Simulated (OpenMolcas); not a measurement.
Fe2+, Ru2+, Os2+: d⁶ down the group

- Program: OpenMolcas
- Method: SS-CASPT2, IPEA 0.25 Eh, imaginary shift 0.1 Eh
- Basis: ANO-RCC-VTZP
- Scalar Hamiltonian: DKH2, point nucleus
- Spin-orbit coupling: state interaction with AMFI integrals over the reference wave functions, term energies averaged over their components

Active space for each ion: 6 electrons in 5 orbitals (d); closed shells correlated by CASPT2: Fe2+ 3s 3p; Ru2+ 4s 4p; Os2+ 5s 5p.

Computed levels in cm-1 above ⁵D₄:

```csv
Level,Fe2+,Ru2+,Os2+
⁵D₃,438,1156,4570
⁵D₂,745,1844,4750
⁵D₁,943,2290,7040
⁵D₀,1040,2510,7360
³P₂(1),19420,15740,16840
³H₆,20310,16140,17330
³H₅,20530,16390,16970
³P₁(1),20690,19040,29680
³F₃(1),21890,17850,19530
weight of ⁵D in the lowest level (%),100,99,86
```

Mixed levels, with the weight of the term that names them: Os2+ ⁵D₂ (71 %), Os2+ ³P₂(1) (55 %), Os2+ ³H₅ (50 %), Os2+ ³P₁(1) (71 %), Os2+ ³F₃(1) (54 %).

Measured, with the error of the calculation in %. Measured levels: Fe2+ from Corliss and Sugar, J. Phys. Chem. Ref. Data 11, 135 (1982); Ru2+ from Moore, Atomic Energy Levels, vol. III, NSRDS-NBS 35 (1971 reprint of NBS Circular 467, 1958).

| Level | Fe2+ | Ru2+ |
| --- | --- | --- |
| ⁵D₃ | 436 (+0.3) | 1159 (-0.2) |
| ⁵D₂ | 739 (+0.8) | 1826 (+1.0) |
| ⁵D₁ | 932 (+1.1) | 2266 (+1.1) |
| ⁵D₀ | 1027 (+1.2) | 2476 (+1.3) |
| ³P₂(1) | 19405 (+0.1) |  |
| ³H₆ | 20051 (+1.3) |  |
| ³H₅ | 20301 (+1.1) |  |
| ³P₁(1) | 20688 (0) |  |
| ³F₃(1) | 21700 (+0.9) |  |

The fine-structure level ⁵D₀ changes by a factor of 7.08 from Fe2+ to Os2+.

Without spin-orbit coupling ³P(1) lies 19590, 16100, 15360 cm-1 above ⁵D in that order; the difference to the level ³P₂(1), of either sign, comes from spin-orbit coupling, which also lowers the zero.

Term energies are means over components that CASPT2 splits; among the terms shown or strongly mixed into the levels shown the widest spread is 220 cm-1 (5d⁶ ¹I, Os2+). Levels of configurations with an s electron are missing; early in the row they begin among the upper levels of the d shell and mix with terms of their name (holds for Ru2+). Configurations with an s electron lie low in 5d ions of this charge, fall among these levels and mix in, so low-spin terms can stand far too high, up to twice their true height, and weights are not those of the real levels (holds for Os2+). Measured partners are found by configuration, term and J. A level has none where our copy of the source lacks it or the pairing is in doubt (some pairs that miss far off the trend of their configuration count as doubtful), and it then counts in no deviation. Levels of configurations outside the active space are missing.

A number in round brackets counts repeated terms of one configuration in the order of the reference energies.
